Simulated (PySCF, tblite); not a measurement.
Species: C9H8O.
SMILES: `C(C=C)(/C=C\C#C)=C/C=O`

Jobs on this species (18 atoms, 70 electrons) with PySCF (density fitting) and tblite. Hardware of each: one thread of an Intel Xeon at 2.50 GHz, shared host. Times come from a shared host and carry two figures at best.

```csv
level and settings,work,basis functions,SCF cycles,wall time
GFN2-xTB,L-BFGS relaxation,–,–,?
GFN2-xTB,Hessian by finite differences,–,–,2.0 s
PBE0/pcSseg-1,"shieldings, charges and field gradients",210,16,2.2 min
```

Q: Fill in the missing figures.

A: 
- GFN2-xTB; L-BFGS relaxation: 3.1 s

Q: What do all jobs in the table cost together?

A: About 2.3 min; the longest takes about 96 % of that, and about 66 times as long as the shortest.

---

Species: C₅H₁₁BOS.
SMILES: `CB1C[C@@H](C)[S@@](=O)C1`

Jobs on this species (19 atoms, 70 electrons) with PySCF (density fitting) and tblite. Hardware of each: Arm Neoverse N1, one thread, on a shared host. Times come from a shared host and carry two figures at best.

```tsv
level and settings	work	basis functions	SCF cycles	wall time
GFN2-xTB	L-BFGS relaxation	–	–	?
PBE0/pcSseg-1	shieldings, ring-centre shieldings, charges and field gradients, density and orbital grids written	198	14	76 s
GFN2-xTB	Hessian by finite differences	–	–	1.2 s
```

Question: Fill in the missing figures.

Answer: 
- GFN2-xTB; L-BFGS relaxation: 1.7 s

Question: What do all jobs in the table cost together?

Answer: About 79 s; the longest takes about 96 % of that, and about 63 times as long as the shortest.

---

Species: C5H7N3O2Si.
SMILES: `COC(=O)c1ncnnc1[SiH3]`

Jobs on this species (18 atoms, 88 electrons) with PySCF (density fitting) and tblite. Hardware of each: one thread, Arm Neoverse V2 (aarch64), shared host. The host was shared with other jobs, so the times are rough.

| level and settings | work | basis functions | SCF cycles | wall time |
| --- | --- | --- | --- | --- |
| PBE0/pcSseg-1 | shieldings, ring-centre shieldings, charges and field gradients | 229 | ? | ? |
| GFN2-xTB | L-BFGS relaxation | – | – | 0.65 s |
| GFN2-xTB | Hessian by finite differences | – | – | 0.68 s |

Problem. Fill in the missing figures.

Solution. 
- PBE0/pcSseg-1; shieldings, ring-centre shieldings, charges and field gradients: 49 s, 15 SCF cycles

Problem. What do all jobs in the table cost together?

Solution. About 50 s; the longest takes about 97 % of that, and about 75 times as long as the shortest.
